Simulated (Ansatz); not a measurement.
Stepwise reaction of `[SiH3][O][Mg][O][SiH3]` with hydrogen fluoride, as a gas-phase model of exchange steps in deposition or etching. ΔE in kJ/mol.

Gas-phase electronic energies from Ansatz, PBE0-D4/def2-TZVP geometries. CBS: MP2 limit from def2 TZ/QZ plus the TZ coupled-cluster correction, frozen cores. This one scheme is used for every species. DFT in def2-TZVPP. B3LYP here is the variant with VWN-RPA as its local correlation; programs differ in this. For Mg outer-core shells are correlated without core-valence functions, which leaves a few kJ/mol of doubt a bond. One conformer a species, not always the lowest.

| step | reaction | PBE-D4 | B3LYP-D4 | ωB97M-V | CCSD(T)/CBS |
| --- | --- | --- | --- | --- | --- |
| 1 | `[SiH3][O][Mg][O][SiH3]` + H–F → `[F][Mg][O][SiH3]` + `O[SiH3]` | -29.6 | -26.5 | -26.7 | -14.1 |
| 2 | `[F][Mg][O][SiH3]` + H–F → `[F][Mg][F]` + `O[SiH3]` | -29.4 | -26.4 | -26.1 | -17.0 |

Task: By hand: ΔE of the 2 steps together at CCSD(T)/CBS.

Result: (-14.1) + (-17.0) = -31.1 kJ/mol, or -15.6 kJ/mol a step.

In ΔE the steps differ by no more than 2.9 kJ/mol. All are downhill at CCSD(T)/CBS. PBE-D4 differs from CCSD(T)/CBS by -15.5 to -12.4 kJ/mol a step. Isolated molecules leave out the surface, adducts and barriers. Largest T1 diagnostic: 0.012.
